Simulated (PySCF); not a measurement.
Trend along the fifth-period p block: MSe cations

PBE0 with double-zeta basis sets in PySCF, for the lowest determinant that a PBE0 search found; no spin–orbit coupling. De refers to high-spin ground-configuration atoms (the charge goes to the atom of lower measured ionisation energy or higher electron affinity, which is not always the lowest computed limit). A positive dipole points towards Se; it is taken about the centre of mass and depends on that origin.

| M | basis | charged atom | state (unpaired electrons) | Re (Å) | ωe (cm⁻¹) | De (eV) | μ (D) |
| --- | --- | --- | --- | --- | --- | --- | --- |
| In | def2-SVP | In+ | triplet (π ↑↑) | 3.217 | 97.3 | 0.67 | -2.39 |
| Sn | def2-SVP | Sn+ | doublet (π ↑) | 2.508 | 266 | 3.01 | -2.91 |
| I | def2-SVP | Se+ | triplet (π ↑↑) | 2.370 | 320 | 3.15 | 0.79 |

The shortest bond is that of SeI⁺ (2.370 Å), the longest that of InSe⁺ (3.217 Å).

The state changes along the series, so neighbouring rows are not always alike in their bonding.

Spin–orbit coupling is left out, which matters for elements this heavy, above all for dissociation energies. For an ion De counts to the pair picked by the measured ionisation energies or electron affinities, which need not be the lowest pair at this level. States were picked by a PBE0 search and need not be the measured ground states.
